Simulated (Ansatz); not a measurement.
The same ligand exchange along the group N, As, Sb.

Computed with Ansatz on PBE0-D4/def2-TZVP structures; ΔE is electronic, products minus reactants. CBS: MP2 limit from def2 TZ/QZ plus the TZ coupled-cluster correction, frozen cores. This one scheme is used for every species. Functionals use def2-TZVPP. B3LYP here is the variant with VWN-RPA as its local correlation; programs differ in this. def2 core potentials past Kr. For As, Sb outer-core shells are correlated without core-valence functions, which leaves a few kJ/mol of doubt a bond. Scalar relativity is left out up to krypton. Each species was taken in one conformer, which may not be the lowest.

| reaction | CCSD/CBS(def2) (kJ/mol) | B3LYP-D4 (kJ/mol) |
| --- | --- | --- |
| `CN(C)[SiH3]` + `O[Si]O[SiH3]` → `[SiH3]O[Si]O[SiH3]` + `CNC` | -54 | -52 |
| `C[As](C)[SiH3]` + `O[Si]O[SiH3]` → `[SiH3]O[Si]O[SiH3]` + `C[AsH]C` | -71 | -69 |
| `[CH3][Sb]([CH3])[SiH3]` + `O[Si]O[SiH3]` → `[SiH3]O[Si]O[SiH3]` + `[CH3][SbH][CH3]` | -64 | -63 |

Problem. Give the CCSD(T)/CBS values in the same order. (An estimate is asked.)

Solution. Ansatz gave: -51, -67, -59 kJ/mol.

Largest T1 diagnostic: 0.014, for `O[Si]O[SiH3]`.
